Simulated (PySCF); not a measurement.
Isomers of [C7H11N2]+ (charge +1), from PBE0-D3(BJ)/def2-SVP geometry optimisation, gas phase (PySCF 2.14.0). One conformer each, no zero-point energy, no frequencies.

Problem. Which isomer lies lowest at this level?
A. `[NH2:1][CH2:2][c:3]1[cH:4][cH:5][c:6]([NH3+:7])[cH:8][cH:9]1` (charge +1) with H–N1–C2–C3 83° and -156°, N1–C2–C3–C4 -161°: A = 4534, B = 935.9, C = 789.7 MHz, dipole 9.33 D
B. `[CH3:1][C:2](/[CH:3]=[CH:4]/[C:5]#[N:6])=[N+:7]([CH3:8])[CH3:9]` (charge +1) with C1–C2–C3–C4 -11°: A = 3671, B = 770.4, C = 645.8 MHz, dipole 7.96 D
C. `[CH3:1][NH:2][c:3]1[cH:4][cH:5][c:6]([NH3+:7])[cH:8][cH:9]1` (charge +1) with C1–N2–C3–C4 0°: A = 4674, B = 949.1, C = 796.4 MHz, dipole 8.07 D

Solution. C. That is `CNc1ccc([NH3+])cc1`, 6.4 kcal/mol below the next.

| SMILES | mapped SMILES | E (Eh) | relative (kcal/mol) | relative (kJ/mol) | dipole about centre of mass (D) |
| --- | --- | --- | --- | --- | --- |
| CNc1ccc([NH3+])cc1 | [CH3:1][NH:2][c:3]1[cH:4][cH:5][c:6]([NH3+:7])[cH:8][cH:9]1 | -381.93084 | 0.0 | 0.0 | 8.07 |
| NCc1ccc([NH3+])cc1 | [NH2:1][CH2:2][c:3]1[cH:4][cH:5][c:6]([NH3+:7])[cH:8][cH:9]1 | -381.92058 | 6.4 | 27.0 | 9.33 |
| CC(/C=C/C#N)=[N+](C)C | [CH3:1][C:2](/[CH:3]=[CH:4]/[C:5]#[N:6])=[N+:7]([CH3:8])[CH3:9] | -381.85923 | 44.9 | 188.0 | 7.96 |

As drawn, the lowest has an N–H bond, which the highest lacks.
